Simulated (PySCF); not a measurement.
BaCl, SMILES [Cl][Ba+], charge +1.

Coordinates come from a B3LYP-D3(BJ)/def2-TZVPD optimisation. The spin state was assumed, not searched. The def2 effective core potentials stand for the cores of Ba; spin–orbit coupling is left out.

Calculation: r2SCAN/def2-TZVPD in PySCF.

Gas-phase values at a fixed geometry.

Computed frontier levels, gap, dipole moment and polarisability:
```json
{
 "highest_occupied_level": "-11.27 eV",
 "lowest_empty_level": "-5.99 eV",
 "orbital_gap": "5.28 eV",
 "dipole_moment_about_the_centre_of_nuclear_charge": "8.64 D",
 "mean_static_polarisability": "39.5 bohr³ (5.85 Å³)",
 "polarisability_principal_values": "29.2, 29.2, 60.1 bohr³"
}
```
